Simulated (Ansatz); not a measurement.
The cluster Ti₂O₂⁺, relaxed as a doublet with UKS r2SCAN-D4/def2-SVP in Ansatz, starting from the GFN1-xTB geometry. Force threshold 0.02 eV/Å.

The charge 1 doublet is spin-contaminated (final ⟨S²⟩ up to 1.67, 0.75 for a pure state). At r2SCAN-D4/def2-SVP a quartet of charge 1 lies 0.13 eV below the doublet, each at its own geometry. The structure comes from a short search, and lower isomers may exist.

Start:

```csv
atom,x (Å),y (Å),z (Å)
Ti1,-0.058,-1.014,-0.897
Ti2,0.147,1.300,0.366
O3,-1.417,-1.854,-0.878
O4,1.328,1.568,1.409
```

Q: Estimate the energy that the relaxation releases and the steps that it takes.

A: 3.69 eV, in 21 steps; 10 min on 4 threads of Arm Neoverse N1 on a shared host. No frequencies were taken in this run, so the end may be a saddle point.

Q: Does the start keep its bonding and symmetry?

A: Bonds formed: Ti1–O4, Ti2–O3 (atoms count from 1). Point group C2 at the start, C2v at the end, both within 0.05 Å.

Q: Predict the relaxed structure.

A: 
```csv
atom,x (Å),y (Å),z (Å)
Ti1,0.6918,-1.1320,-0.4267
Ti2,-0.6363,1.0421,0.3909
O3,-1.0776,-0.4357,-0.4098
O4,1.0220,0.5256,0.4456
```
Bond lengths (bridged metal pairs left out): 4 × O–Ti 1.74 to 1.90 Å.
